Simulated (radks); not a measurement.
Values are calculated unless marked as measured or tabulated.
Ho2+, configuration [Xe] 4f11. Code: a radial shooting solver on a logarithmic mesh with Libxc functionals. Model: scalar-relativistic Kohn-Sham, PBE, spin-polarised, spherical densities, point nucleus; open shells are filled with parallel spins first (spin-orbit coupling, left out, can overturn this in heavy ions); hard spherical wall at 1.5 bohr.

Radial electron density D(r) = 4 pi r^2 rho(r):

| r (bohr) | D(r) (e/bohr) | spin D(r) |
|---|---|---|
| 0.0008464 | 3.826 | -0.0000202 |
| 0.001076 | 5.637 | -0.0000297 |
| 0.001368 | 8.235 | -0.0000433 |
| 0.001753 | 12.05 | -0.0000631 |
| 0.002228 | 17.17 | -0.0000895 |
| 0.002833 | 24.05 | -0.000125 |
| 0.003601 | 32.94 | -0.000170 |
| 0.004578 | 43.89 | -0.000225 |
| 0.00582 | 56.45 | -0.000289 |
| 0.007457 | 69.90 | -0.000363 |
| 0.00948 | 81.32 | -0.000440 |
| 0.01205 | 88.64 | -0.000537 |
| 0.01532 | 89.94 | -0.000694 |
| 0.01948 | 85.77 | -0.00100 |
| 0.02476 | 80.64 | -0.00159 |
| 0.03148 | 81.91 | -0.00254 |
| 0.04034 | 94.84 | -0.00374 |
| 0.05128 | 112.7 | -0.00444 |
| 0.06518 | 120.4 | -0.00335 |
| 0.08287 | 108.8 | 0.00273 |
| 0.1053 | 92.40 | 0.0259 |
| 0.1339 | 94.71 | 0.107 |
| 0.1716 | 107.9 | 0.352 |
| 0.2182 | 95.60 | 0.890 |
| 0.2773 | 62.20 | 1.81 |
| 0.3526 | 50.27 | 2.99 |
| 0.4482 | 59.79 | 4.00 |
| 0.5698 | 54.89 | 4.32 |
| 0.7301 | 38.41 | 3.78 |
| 0.9282 | 30.89 | 2.58 |
| 1.18 | 17.12 | 0.976 |

D(r) has 4 maxima, at r = 0.0143, 0.0636, 0.179, 0.482 bohr, and minima at 0.0273, 0.116, 0.339 bohr, inside which lie 1.93, 11.08, 29.38 electrons.
